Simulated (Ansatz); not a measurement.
**Worked example: the barrier**

An elementary step of SiHCl2F, closed shell (SiCl₂ + HF → SiHCl₂F ([F][SiH]([Cl])[Cl]); bonds formed: Si1–H4, Si1–F5; bonds broken: H4–F5). “Start” is the structure reached by relaxing down from the saddle towards the reactants; PBE0-D4/def2-TZVP structures. The saddle:

```xyz
5
angstrom
Si 0.1919 -0.3554 0.3530
Cl 1.5956 -0.7579 -1.0812
Cl -1.4463 -1.4748 -0.1490
H 0.0251 1.1657 0.9784
F -0.3663 1.4224 -0.1012
```

Program: Ansatz 0.2.0. Basis: def2-TZVPP and def2-QZVPP. Cores are frozen in the correlated methods.

Energies in eV:

| quantity | saddle | start |
| --- | --- | --- |
| Hartree–Fock, triple zeta (X = 3) | -35593.63781 | -35595.24416 |
| Hartree–Fock, quadruple zeta (X = 4) | -35594.71432 | -35596.29707 |
| MP2 correlation, X = 3 | -21.00499 | -20.30369 |
| MP2 correlation, X = 4 | -23.03489 | -22.32921 |
| CCSD(T) correlation, X = 3 | -22.86076 | -22.25459 |

Task: Work out the barrier at the basis limit: extrapolate Hartree–Fock as E(X) = E∞ + A exp(−7.88 √X) and the MP2 correlation as E(X) = E∞ + B X^−2.97 (the exponents that Neese and Valeev fitted for def2-TZVPP and QZVPP), then add CCSD(T) − MP2 in triple zeta.

Result: Each step is linear, so take the differences first (saddle − start): Hartree–Fock 1.60635 (X = 3) and 1.58275 (X = 4); MP2 correlation -0.70130 and -0.70568; CCSD(T) correlation -0.60617.
Two points give E∞ = E(4) + w [E(4) − E(3)], with w = 1/(exp(7.88 (2 − √3)) − 1) = 0.1377 for Hartree–Fock and w = 1/((4/3)^2.97 − 1) = 0.7407 for the correlation.
Hartree–Fock: 1.58275 + 0.1377 × (-0.02360) = 1.5795 eV.
MP2 correlation: -0.70568 + 0.7407 × (-0.00438) = -0.7089 eV.
CCSD(T) − MP2: -0.60617 − (-0.70130) = 0.0951 eV.
Sum: 1.5795 + (-0.7089) + 0.0951 = 0.9657 eV, or 22.27 kcal/mol. Plain CCSD(T) in triple zeta gives 1.0002 eV, so the larger basis shifts the result by -0.0345 eV.

T1 diagnostic: at most 0.015. The restricted Hartree–Fock reference is unstable towards an unrestricted one at one or more of these structures.

Losses and insertions of silylenes and their heavier kin drive the gas-phase chemistry of silicon and germanium vapour deposition.

Labels in which every atom is bracketed show which atoms are joined, not bond orders.

For scale, one of the runs: CCSD(T)/def2-TZVPP, 171 basis functions, launched by `ansatz run in.yaml --threads 2 --pin off --events-out ev --progress --plain --max-ram 4352MiB`. Hardware: 2 CPU threads of an Arm Neoverse V1, shared host. Wall time 36 s; peak host memory 1.4 GiB.
